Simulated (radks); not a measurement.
Values are calculated unless marked as measured or tabulated.
Effect of the nuclear size on the hafnium ion Hf+, [Xe] 4f14 5d1 6s2. Level of theory: Dirac Kohn-Sham, BLYP, spin-unpolarised, spherical densities, finite nucleus; open shells fill j = l - 1/2 first; Fermi nuclear charge, rms radius 5.347 fm (a radial shooting solver on a logarithmic mesh with Libxc functionals). The rms radius is varied about that value; shifts are against it.

| rms radius (fm) | total energy shift (eV) | density at nucleus (e/bohr^3) | 1s1/2 shift (meV) | 2s1/2 shift (meV) | 5s1/2 shift (meV) | 5p1/2 shift (meV) | 6s1/2 shift (meV) | 5d3/2 shift (meV) | 6p1/2 (empty) shift (meV) |
|---|---|---|---|---|---|---|---|---|---|
| 4.5824 | -13.0 | 1.272e+06 | -5280 | -730 | -5.96 | 0.577 | -0.503 | 0.491 | 0.189 |
| 4.8765 | -8.14 | 1.246e+06 | -3310 | -458 | -3.74 | 0.362 | -0.316 | 0.308 | 0.119 |
| 5.347 | 0 | 1.209e+06 | 0.000 | 0.000 | 0.000 | 0.000 | 0.000 | 0.000 | 0.000 |
| 5.6571 | 5.64 | 1.187e+06 | 2290 | 317 | 2.59 | -0.251 | 0.219 | -0.213 | -0.082 |
| 6.0582 | 13.3 | 1.161e+06 | 5390 | 745 | 6.09 | -0.588 | 0.514 | -0.501 | -0.193 |

Slopes of the eigenvalues against <r^2> in GHz/fm^2, as finite differences over the two radii next to the reference (eigenvalue slopes, not the field-shift constants of lines): 1s1/2 165000, 2s1/2 22800, 5s1/2 186, 5p1/2 -18.0, 6s1/2 15.7, 5d3/2 -15.3, 6p1/2 (empty) -5.92.
